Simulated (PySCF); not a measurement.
**Co (cobalt, neutral) across methods**

[Ar] 3d8 4s1, 4s spin antiparallel (an excited configuration). Calculation: PySCF 2.14, in aug-cc-pVTZ; no relativity, point nucleus.

```
method  E (hartree)  mean ε 3d α (eV)  mean ε 3d β (eV)  mean ε 4s β (eV)  Σ⟨r²⟩ (bohr²)   ⟨S²⟩
   M06    -1382.679            -7.445            -5.476            -4.979          33.88  1.762
   UHF  -1381.35580           -12.999           -10.337            -6.056          35.26  1.765
 B97-3    -1382.594            -7.168            -5.680            -4.840          34.16  1.755
  PBE0    -1382.508            -7.056            -5.514            -4.971          34.23  1.761
   PBE    -1382.501            -5.035            -3.824            -4.452          34.58  1.761
 B3LYP    -1382.787            -6.698            -5.295            -4.937          34.14  1.758
   LDA    -1380.174            -5.302            -3.921            -4.632          34.17  1.761
r2SCAN    -1382.721            -5.145            -3.930            -4.718          34.10  1.765
```

Estimate the same row for wB97X.

E (hartree) = -1382.756; mean ε 3d α (eV) = -9.574; mean ε 3d β (eV) = -8.118; mean ε 4s β (eV) = -6.747; Σ⟨r²⟩ (bohr²) = 34.01; ⟨S²⟩ = 1.753.

With the s spin flipped the determinant is a mixture of two multiplicities, not a spectroscopic state.
